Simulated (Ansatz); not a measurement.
Consider the isomerisation: `N[BH][GeH]([OH])[F]` → `[NH2][GeH2][O]BF`.

Gas-phase electronic energies from Ansatz, PBE0-D4/def2-TZVP geometries. CBS: MP2 limit from def2 TZ/QZ plus the TZ coupled-cluster correction, frozen cores. DFT in def2-TZVPP. B3LYP here is the variant with VWN-RPA as its local correlation; programs differ in this. For Ge outer-core shells are correlated without core-valence functions, which leaves a few kJ/mol of doubt a bond. Scalar relativity is left out up to krypton. Each species was taken in one conformer, which may not be the lowest.

```
             level  ΔE (kJ/mol)  difference from CCSD(T)/CBS
            PBE-D4        -77.3                         16.1
         r2SCAN-D4        -91.0                          2.4
           PBE0-D4        -87.0                          6.4
          B3LYP-D4        -91.9                          1.5
           ωB97X-V        -92.7                          0.7
           ωB97M-V        -94.5                         -1.1
            B2PLYP        -97.0                         -3.6
               PBE        -77.7                         15.7
            r2SCAN        -91.1                          2.3
              PBE0        -87.4                          6.0
             B3LYP        -92.7                          0.7
     HF/def2-TZVPP       -122.8                        -29.4
    MP2/def2-TZVPP       -101.3                         -7.9
SCS-MP2/def2-TZVPP       -102.1                         -8.7
   CCSD/def2-TZVPP       -102.1                         -8.7
CCSD(T)/def2-TZVPP        -99.2                         -5.8
     HF/def2-QZVPP       -123.3                        -29.9
    MP2/def2-QZVPP        -98.0                         -4.6
SCS-MP2/def2-QZVPP        -99.5                         -6.1
      HF/CBS(def2)       -123.4                        -30.0
     MP2/CBS(def2)        -95.4                         -2.0
    CCSD/CBS(def2)        -96.2                         -2.8
       CCSD(T)/CBS        -93.4                            0
```

Largest T1 diagnostic among the species: 0.013.

From PBE to PBE0 (25 % exact exchange), in def2-TZVPP and without D4, ΔE moves by −9.7 kJ/mol. In def2-TZVPP, CCSD(T) changes the Hartree–Fock value by +23.6 kJ/mol (the triples alone add +2.9 kJ/mol) and MP2 by +21.5 kJ/mol.
